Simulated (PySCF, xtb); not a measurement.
C2H4N3, SMILES c1nc[nH+][nH]1, charge +1.

Harmonic wavenumbers (cm⁻¹) from GFN2-xTB (xtb) at its own minimum, in rising order: 584, 616, 645, 666, 851, 884, 894, 904, 1037, 1062, 1111, 1127, 1212, 1314, 1364, 1421, 1446, 3148, 3152, 3348, 3360.

Question: What does PBE0-D3(BJ)/def2-SVP (PySCF) give at its own minimum? (An estimate is asked for; the answer gives what the named calculation found.)

Answer: 555, 635, 643, 676, 931, 944, 955, 996, 1128, 1132, 1230, 1275, 1304, 1460, 1514, 1567, 1582, 3280, 3283, 3597, 3610. Paired by order, the mean absolute difference is 106 cm⁻¹ and the zero-point energies are 43.1 and 46.2 kcal/mol.
